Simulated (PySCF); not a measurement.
## Checking a proposed structure

A compound C$_{5}$H$_{12}$OSi gives the data below (simulated from a calculation) and was assigned the structure `CC[SiH2]C(=O)CC`.

$^{13}$C{$^{1}$H} NMR (computed): δ 209.8 (CH), 53.7 (CH), 17.3 (CH), 16.2 (CH3), 15.2 (CH3).

$^{1}$H NMR (400 MHz, computed): δ 9.96 (d, 1H), 3.73 (d, 3H), 1.97 (m, 1H), 1.23 (d, 3H), 1.07 (m, 3H), 0.96 (m, 1H).

[PySCF 2.14.0 with density-fitted response routines: shieldings: GIAO PBE0/pcSseg-1; coordinates at the GFN2-xTB level; in vacuum; single conformer; averaged over atoms made equivalent by symmetry, fast rotation or ring inversion; no relativistic terms]

Referencing at the same level of theory: TMS for $^{1}$H (31.72 ppm), $^{13}$C (186.93 ppm).

Task: Compare with the shifts computed for the proposed structure, pairing carbons in order of shift.

Result: Atoms are numbered as in `[CH3:1][CH2:2][SiH2:3][C:4](=[O:5])[CH2:6][CH3:7]`. Each H is labelled by its parent atom.

```
atom  computed for proposal  given list  difference
  C4                  247.5       209.8       +37.7
  C6                   51.0        53.7        -2.7
  C1                   10.7        17.3        -6.6
  C7                    8.2        16.2        -8.0
  C2                    3.8        15.2       -11.4
```

The rms difference is 18.3 ppm and the largest +37.7 ppm at C4 (carbonyl carbon). The carbon types in order of shift don't match either: C, CH2, CH3, CH3, CH2 for the proposal against CH, CH, CH, CH3, CH3 in the data. The proposal doesn't fit.

Task: Which isomer fits?

Result: SMILES C[C@H]([C@@H](C)[SiH3])C=O.

1. Carbon types of the structure: 3 × CH, 2 × CH3, leaving 3 H on heteroatoms.
2. δC 209.8: aldehyde carbonyl carbon; low-lying n→π* states of the double bond to the heteroatom give a large paramagnetic term (-272 ppm).
3. δC 53.7: sp3 CH α to a carbonyl; α to the electron-withdrawing carbonyl group.
4. δH 9.96: hydrogen on an aldehyde carbonyl carbon; the formyl region, downfield of aromatic protons.
5. δH 1.97: hydrogen on an sp3 CH α to a carbonyl; α to C=O.

Other isomers checked: C=CO[SiH2]C(C)C (rms 33.0 ppm).

This is the structure that produced the data.

Shifts are as computed. Against solution values, carbons near 30 ppm lie about +3 ppm off and those near 130 ppm about +5 ppm. Of 1309 compounds with measured shifts, 239 miss one by over three times the rms of a fit or turn the order of signals round; such compounds aren't used in these exercises. Multiplicities follow the n + 1 count of equivalent neighbours, as no J values were calculated; m marks all less simple cases, F and P coupling included.
